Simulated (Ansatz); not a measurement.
Reactions of ClF₂Y, SMILES `[F][Y]([F])[Cl]`.

Isolated molecules relaxed with PBE0-D4/def2-TZVP in Ansatz; ΔE leaves out vibrations. CCSD(T)/CBS adds triple-zeta CCSD(T) − MP2 to the extrapolated MP2 energy (def2 sets, frozen cores). This one scheme is used for every species. Functionals use def2-TZVPP. Elements past krypton have def2 core potentials. For Y outer-core shells are correlated without core-valence functions, which leaves a few kJ/mol of doubt a bond.

| reaction | r2SCAN-D4 (kcal/mol) | CCSD(T)/CBS(def2) (kcal/mol) |
| --- | --- | --- |
| `[F][Y]([F])[Cl]` + CH₄ → `[CH3][Y]([F])[Cl]` + H–F | 63.3 | 60.7 |
| `[F][Y]([F])[Cl]` + `ClC1=CCB1` → `[F][Y]([Cl])[Cl]` + `FC1=CCB1` | 5.6 | 6.5 |
| `[F][Y]([F])[Cl]` + H–F → `[F][Y]([F])[F]` + HCl | 0.1 | 1.5 |
| `[F][Y]([F])[Cl]` + HCl → `[F][Y]([Cl])[Cl]` + H–F | 0.9 | -0.7 |

Largest T1 diagnostic: 0.015, for `[F][Y]([F])[F]`.
